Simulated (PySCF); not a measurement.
A species of formula C2H6GeO2S has this rotational fingerprint, computed with PBE0-D3(BJ)/def2-SVP geometry optimisation, gas phase (PySCF):

```
Rotational constants : A = 4104, B = 1432, C = 1356 MHz
Dipole components    : |μa| = 1.25 D, |μb| = 0.20 D, |μc| = 0.50 D
Inertial defect      : -103.52 u·Å²
κ                    : -0.95
```

Task: Which candidate fits, each taken in the one conformer that was computed?
A. `[SH:1][GeH:2]1[O:3][CH2:4][CH2:5][O:6]1` with H–S1–Ge2–O3 64°, S1–Ge2–O3–C4 -101°, Ge2–O3–C4–C5 -30°, O3–C4–C5–O6 39°, C4–C5–O6–Ge2 -29°
B. `[CH3:1][S:2][GeH2:3][C:4](=[O:5])[OH:6]` with C1–S2–Ge3–C4 65°, S2–Ge3–C4–O5 153°, Ge3–C4–O6–H -179°

Result: A. It is [SH][GeH]1[O]CC[O]1, a near-prolate asymmetric top, point group C1. The candidates at the same level (rigid rotor, commonest isotopes):

| SMILES | A (MHz) | B (MHz) | C (MHz) | μa (D) | μb (D) | μc (D) | Δ (u·Å²) | point group | rotor |
| --- | --- | --- | --- | --- | --- | --- | --- | --- | --- |
| [SH][GeH]1[O]CC[O]1 | 4104 | 1432 | 1356 | 1.25 | 0.20 | 0.50 | -103.52 | C1 | near-prolate asymmetric top |
| C[S][GeH2][C](=O)O | 3028 | 1334 | 1014 | 0.46 | 1.76 | 1.20 | -47.40 | C1 | asymmetric top |

`C[S][GeH2][C](=O)O` has A 26 % too low. No structure here is proved a minimum.
